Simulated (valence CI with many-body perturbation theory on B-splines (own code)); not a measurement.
Level structure of Te²⁹⁺

Method: relativistic CI+MBPT: five valence electrons over a frozen Dirac-Fock core [Ar], radial functions for each j: 7 s, 7 p, 8 d, 6 f, 4 g, 1 h, with the one-electron correlation potential Σ1 (screened to all orders), the two-electron term Σ2, the three-electron term Σ3, Breit, model QED; selected single and double excitations, second order for the rest, scaled by the run's own slope (own B-spline code, finite nucleus).

No measured spectrum was set against this ion. As an estimate, large intervals hold to a few tenths of a per cent, small ones and those within an open d or f shell to about a per cent. Among the levels kept, up to 610 cm⁻¹ of a level comes from second order outside the variational space, and about a tenth of that is noise between levels of different J, which matters for small intervals. Only levels of the ground parity were solved; by the run's estimate the other parity begins above the list, which can be wrong where configurations are misplaced.

Levels 1 to 32 of 32, with energies above the lowest level, (3d3/2^4 3d5/2) J=5/2 [a]. "Leading %" is the weight of the configuration and term that name the level; weights of strongly mixed levels are sums over their largest components and can fall short, so below about 35 % the name and the second component can differ from the true leading terms, or belong to a minority configuration. In the jj column 3d3/2^4 stands for four electrons in 3d with j = 3/2. Lifetimes count E1, E2, E3, M1 and M2 decay at the calculated energies, and are blank where another channel may lead or the interval is too uncertain; long ones can be off by a factor of two.

```tsv
No.	Configuration	Term	J	E (cm⁻¹)	Leading %	Second component	Lifetime	Leading jj
1	3d⁵	⁶S	5/2	0	64	25 % 3d⁵ ⁴P		3d3/2^4 3d5/2 (43 %)
2	3d⁵	²F	5/2	87083	26	24 % 3d⁵ ⁴G	83.0 μs	3d3/2^4 3d5/2 (51 %)
3	3d⁵	⁴G	7/2	136500	51	19 % 3d⁵ ²F	201 μs	3d3/2^3 3d5/2^2 (93 %)
4	3d⁵	⁴D	3/2	140930	42	41 % 3d⁵ ⁴P	40.0 μs	3d3/2^3 3d5/2^2 (91 %)
5	3d⁵	⁴G	11/2	143680	61	27 % 3d⁵ ²H		3d3/2^3 3d5/2^2 (86 %)
6	3d⁵	⁴G	9/2	157500	67	14 % 3d⁵ ⁴F	4.02 ms	3d3/2^3 3d5/2^2 (71 %)
7	3d⁵	⁴G	5/2	158120	34	32 % 3d⁵ ⁴D	69.9 μs	3d3/2^3 3d5/2^2 (56 %)
8	3d⁵	⁴P	1/2	168670	63	26 % 3d⁵ ⁴D	1.15 ms	3d3/2^3 3d5/2^2 (65 %)
9	3d⁵	⁴D	7/2	197540	36	21 % 3d⁵ ⁴F	199 μs	3d3/2^3 3d5/2^2 (56 %)
10	3d⁵	²D	5/2	205090	36	18 % 3d⁵ ⁴D	38.3 μs	3d3/2^3 3d5/2^2 (49 %)
11	3d⁵	²F	7/2	225790	29	27 % 3d⁵ ⁴D	101 μs	3d3/2^2 3d5/2^3 (63 %)
12	3d⁵	²I	11/2	227710	62	29 % 3d⁵ ⁴G	98.9 μs	3d3/2^2 3d5/2^3 (88 %)
13	3d⁵	²D	3/2	235140	50	32 % 3d⁵ ⁴D	155 μs	3d3/2^2 3d5/2^3 (50 %)
14	3d⁵	⁴D	1/2	239320	73	21 % 3d⁵ ⁴P	56.9 μs	3d3/2^2 3d5/2^3 (89 %)
15	3d⁵	²G	9/2	243160	46	29 % 3d⁵ ⁴G	107 μs	3d3/2^2 3d5/2^3 (72 %)
16	3d⁵	⁴P	3/2	249410	45	41 % 3d⁵ ⁴F	22.6 μs	3d3/2^2 3d5/2^3 (84 %)
17	3d⁵	²I	13/2	250930	100		522 μs	3d3/2^2 3d5/2^3 (100 %)
18	3d⁵	²F	5/2	265010	36	19 % 3d⁵ ⁴F	35.8 μs	3d3/2^2 3d5/2^3 (75 %)
19	3d⁵	²H	9/2	290680	53	46 % 3d⁵ ⁴F	31.5 μs	3d3/2^2 3d5/2^3 (99 %)
20	3d⁵	²G	7/2	302460	61	32 % 3d⁵ ²F	128 μs	3d3/2^2 3d5/2^3 (96 %)
21	3d⁵	⁴F	5/2	303520	43	24 % 3d⁵ ²F	27.0 μs	3d3/2^2 3d5/2^3 (71 %)
22	3d⁵	²D	3/2	324110	68	26 % 3d⁵ ⁴F	71.9 μs	3d3/2^2 3d5/2^3 (43 %)
23	3d⁵	²F	5/2	325740	37	21 % 3d⁵ ⁴P	17.5 μs	3d3/2 3d5/2^4 (54 %)
24	3d⁵	²F	7/2	332680	61	29 % 3d⁵ ²G	38.4 μs	3d3/2^2 3d5/2^3 (62 %)
25	3d⁵	²S	1/2	343570	70	15 % 3d⁵ ⁴P	29.3 μs	3d3/2^2 3d5/2^3 (44 %)
26	3d⁵	⁴F	7/2	360090	46	26 % 3d⁵ ²F	23.6 μs	3d3/2 3d5/2^4 (84 %)
27	3d⁵	²G	9/2	362890	52	26 % 3d⁵ ²H	56.7 μs	3d3/2^2 3d5/2^3 (54 %)
28	3d⁵	²H	11/2	368630	64	26 % 3d⁵ ²I	22.4 μs	3d3/2 3d5/2^4 (96 %)
29	3d⁵	²D	3/2	391220	69	16 % 3d⁵ ⁴D	15.6 μs	3d3/2 3d5/2^4 (66 %)
30	3d⁵	²D	5/2	409610	64	26 % 3d⁵ ²F	18.2 μs	3d3/2 3d5/2^4 (75 %)
31	3d⁵	²G	9/2	430300	91		34.2 μs	3d3/2 3d5/2^4 (49 %)
32	3d⁵	²D	5/2	439310	52	28 % 3d⁵ ²F	21.9 μs	3d5/2^5 (48 %)
```

The ionisation energy to 3d⁴ ³P0 of the next ion comes out as 1707 eV (NIST: 1707 ± 4 eV (theoretical)). All 32 levels together are meant to be complete up to 447810 cm⁻¹.
